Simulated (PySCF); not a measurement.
# Sulfur: a sound run and one with changed settings

Sound run: S⁺ [Ne] 3s2 3p3, S²⁺ [Ne] 3s2 3p2. Calculation: PySCF 2.14, in 6-31G* (4s3p1d, 18 functions); the non-relativistic Hamiltonian (point nucleus). In the sound run the correlated levels freeze [Ne]. The sound run starts from symmetry-adapted Hartree-Fock orbitals and uses a fine grid where one is needed.

Changed run: the spin-free X2C one-electron Hamiltonian (Gaussian nucleus). This setting is unsound on purpose.

```json
{"species": "S⁺", "method": "UHF", "sound run (hartree)": "-397.13847", "changed run (hartree)": "-398.10367", "converged": "yes"}
{"species": "S⁺", "method": "M06-2X", "sound run (hartree)": "-397.68029", "changed run (hartree)": "-398.64522", "converged": "yes"}
{"species": "S⁺", "method": "BP86", "sound run (hartree)": "-397.73167", "changed run (hartree)": "-398.69629", "converged": "yes"}
{"species": "S⁺", "method": "MP2", "sound run (hartree)": "-397.20271", "changed run (hartree)": "-398.16794", "converged": "yes"}
{"species": "S⁺", "method": "CCSD(T)", "sound run (hartree)": "-397.22125", "changed run (hartree)": "-398.18644", "converged": "yes"}
{"species": "S²⁺", "method": "UHF", "sound run (hartree)": "-396.30250", "changed run (hartree)": "-397.26730", "converged": "yes"}
{"species": "S²⁺", "method": "M06-2X", "sound run (hartree)": "-396.82676", "changed run (hartree)": "-397.79137", "converged": "yes"}
{"species": "S²⁺", "method": "BP86", "sound run (hartree)": "-396.87259", "changed run (hartree)": "-397.83688", "converged": "yes"}
{"species": "S²⁺", "method": "MP2", "sound run (hartree)": "-396.35482", "changed run (hartree)": "-397.31962", "converged": "yes"}
{"species": "S²⁺", "method": "CCSD(T)", "sound run (hartree)": "-396.37685", "changed run (hartree)": "-397.34156", "converged": "yes"}
```

Ionisation energy of S⁺:

```json
{"method": "UHF", "sound run (eV)": "22.748", "changed run (eV)": "22.759"}
{"method": "M06-2X", "sound run (eV)": "23.226", "changed run (eV)": "23.235"}
{"method": "BP86", "sound run (eV)": "23.377", "changed run (eV)": "23.386"}
{"method": "MP2", "sound run (eV)": "23.072", "changed run (eV)": "23.084"}
{"method": "SCS-MP2", "sound run (eV)": "22.937", "changed run (eV)": "22.949"}
{"method": "CCSD", "sound run (eV)": "22.976", "changed run (eV)": "22.989"}
{"method": "CCSD(T)", "sound run (eV)": "22.977", "changed run (eV)": "22.990"}
```

Most of the change in total energy is the relativistic energy itself. On top of that the contraction fixes the core shape for the Hamiltonian it was made with, so the changed run is not a good calculation with the other Hamiltonian either.

For comparison, NIST gives 23.338 eV between the lowest levels.
